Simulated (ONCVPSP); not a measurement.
What one change does to a pseudopotential (Te (Z = 52), ONCV)

```
Element                 : Te (Z = 52)
Generator               : ONCVPSP 4.0.1
Type                    : optimised norm-conserving Vanderbilt (ONCV)
Functional              : PBE
Relativity              : fully relativistic
Frozen core             : [Kr] 4d10
Valence charge          : 6
Reference configuration : 5s2 5p4
Partial waves           : 5s: rc 1.65 bohr, ncon 4, nbas 7, qcut 3.1 1/bohr, 2 projectors, debl 3.7 Ha; 5p: rc 2.25 bohr, ncon 4, nbas 7, qcut 4.2 1/bohr, 1 projector
Local potential         : polynomial inside 1.35 bohr (lpopt 5, dvloc0 2 Ha)
Core correction         : Teter function, fcfact 5.5, rcfact 1.45
```

Open shells are filled in proportion to 2j + 1.

Change: s: ncon 5, nbas 8.

Cutoffs: the cutoffs (Ha) at which the residual kinetic energy of the hardest occupied pseudo-wave falls to 1 and 0.1 mHa per electron; they do not see the model core or the augmentation charge, which bear on the density cutoff. Errors are all-electron minus pseudo energies relative to the spin-unpolarised reference configuration.

Problem. What does the change do?

Solution. The potential gets harder (15 Ha and 29 Ha → 53 Ha and 63 Ha); the errors of the 4 common tests hardly move; neither file shows a bound ghost.

| quantity | base | changed |
| --- | --- | --- |
| cutoff, loose | 15 Ha | 53 Ha |
| cutoff, tight | 29 Ha | 63 Ha |
| loose cutoff by channel | s 15 Ha, p 7.1 Ha | s 53 Ha, p 7.1 Ha |
| bound ghosts | none | none |
| GHOST(+) flags under 300 eV | p3/2 at 19.4 eV, s at 40.6 eV | p3/2 at 19.4 eV, s at 55.0 eV |
| error for 5s2 5p3, meV [ΔE 9.75 eV] | -9.0 | -9.0 |
| error for 5s2 5p2, meV [ΔE 27.70 eV] | -73 | -73 |
| error for 5s2 5p1, meV [ΔE 54.63 eV] | -283 | -283 |
| error for 5s2 5p0, meV [ΔE 91.15 eV] | -784 | -781 |
| s: phases at 1.67 bohr within 0.05 rad from the reference energy up to (Ha; the scan ends near 5) | 1.4 | 1.9 |
| p3/2: phases at 2.28 bohr within 0.05 rad from the reference energy up to (Ha; the scan ends near 5) | 0.5 | 0.5 |
| p1/2: phases at 2.28 bohr within 0.05 rad from the reference energy up to (Ha; the scan ends near 5) | 0.6 | 0.6 |
| rms error of d²Exc/dni dnj with the model core, mHa | 1.77 | 1.75 |
